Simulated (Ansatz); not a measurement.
Start from `F[SiH]1[SiH2]S1` and change one atom or group to get `[SiH2]1[SiH2]S1`.

Ansatz, PBE0-D4/def2-TZVP geometries, multiplicity 1. 

```tsv
property	`F[SiH]1[SiH2]S1`
HOMO–LUMO gap (PBE0/def2-TZVPP) / eV	6.79
ideal-gas entropy at 298 K and 1 bar (rigid rotor, harmonic PBE0-D4/def2-TZVP) / J/(mol·K)	316
size of the dipole moment (PBE/def2-TZVPP) / D	1.51
LUMO energy (B3LYP/def2-TZVPP) / eV	-0.84
LUMO energy (PBE0/def2-TZVPP) / eV	-0.65
HOMO energy (ωB97M-V/def2-TZVPP) / eV	-9.40
```

(1) What does the change do to each property? (Estimate.)

Answers

(1) The calculation gave: 
```csv
property,`[SiH2]1[SiH2]S1`,shift
HOMO–LUMO gap (PBE0/def2-TZVPP) / eV,6.88,0.09
"ideal-gas entropy at 298 K and 1 bar (rigid rotor, harmonic PBE0-D4/def2-TZVP) / J/(mol·K)",290,-26
size of the dipole moment (PBE/def2-TZVPP) / D,1.29,-0.22
LUMO energy (B3LYP/def2-TZVPP) / eV,-0.62,0.22
LUMO energy (PBE0/def2-TZVPP) / eV,-0.44,0.21
HOMO energy (ωB97M-V/def2-TZVPP) / eV,-9.26,0.14
```

With PBE0 the HOMO rises by 0.13 eV and the LUMO rises by 0.21 eV, so the gap widens by about 0.08 eV. PBE moves the HOMO by 0.07 eV and ωB97M-V by 0.14 eV. Dipoles are sizes alone; their direction can turn.

B3LYP here is the variant with VWN-RPA as its local correlation; programs differ in this.
